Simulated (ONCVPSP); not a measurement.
# Which change was made? (Ta, ONCV)

tantalum (Ta), optimised norm-conserving Vanderbilt (ONCV), made with ONCVPSP 4.0.1 (PBE, scalar-relativistic). Core [Kr] 4d10 4f14, reference 5s2 5p6 5d3.5 6s1.5. Waves: 5s+6s: rc 1.45 bohr, ncon 4, nbas 8, qcut 6.6 1/bohr, 3 projectors, debl 3 Ha; 5p: rc 1.95 bohr, ncon 3, nbas 8, qcut 6.8 1/bohr, 3 projectors, debl 3.1 Ha; 5d: rc 2.60 bohr, ncon 4, nbas 8, qcut 7.3 1/bohr, 2 projectors, debl 0.3 Ha. Local part: polynomial inside 1.30 bohr (lpopt 5, dvloc0 -1 Ha). Core correction: Teter function, fcfact 3.5, rcfact 1.7.

Cutoffs, loose and tight: the cutoffs (Ha) at which the residual kinetic energy of the hardest occupied pseudo-wave falls to 1 and 0.1 mHa per electron. They do not see the model core or the augmentation charge, which bear on the density cutoff. Test errors are all-electron minus pseudo excitation energies from the reference, over the configurations 5s2 5p6 5d3 6s2; 5s2 5p6 5d3 6s1; 5s2 5p6 5d3 6s0; 5s2 5p6 5d3 6s1 6p1; variants that change the core or the reference have their own tests.

The base gives: outcome: generated; cutoff, loose: 21 Ha; cutoff, tight: 71 Ha; bound ghosts: none; GHOST(+) flags above zero: s; largest test error (meV): -22.

Question: After one change the result is: outcome: generated; cutoff, loose: 79 Ha; cutoff, tight: 94 Ha; bound ghosts: none; GHOST(+) flags above zero: s; largest test error (meV): -26. Which change was it?
A. core correction Teter function, fcfact 3.5, rcfact 1.74
B. reference 5s2 5p6 5d3 6s0.5
C. all radii but the core radius scaled by about 1.27 (s 1.84, p 2.48, d 3.30 bohr); local potential polynomial inside 1.64 bohr (lpopt 5, dvloc0 -1 Ha)
D. core correction none
E. s: qcut 4.3

Answer: E. The others give: core correction Teter function, fcfact 3.5, rcfact 1.74 → outcome: generated; cutoff, loose: 21 Ha; cutoff, tight: 71 Ha; bound ghosts: none; GHOST(+) flags above zero: s; largest test error (meV): -30 | all radii but the core radius scaled by about 1.27 (s 1.84, p 2.48, d 3.30 bohr); local potential polynomial inside 1.64 bohr (lpopt 5, dvloc0 -1 Ha) → outcome: failed: ERROR pspot: first pseudo wave function has node, program will stop | reference 5s2 5p6 5d3 6s0.5 → outcome: generated, projector energies reset by the program; cutoff, loose: 21 Ha; cutoff, tight: 71 Ha; bound ghosts: none; GHOST(+) flags above zero: s; largest test error (meV): -21 | core correction none → outcome: generated; cutoff, loose: 21 Ha; cutoff, tight: 71 Ha; bound ghosts: none; GHOST(+) flags above zero: s; largest test error (meV): +7.0.
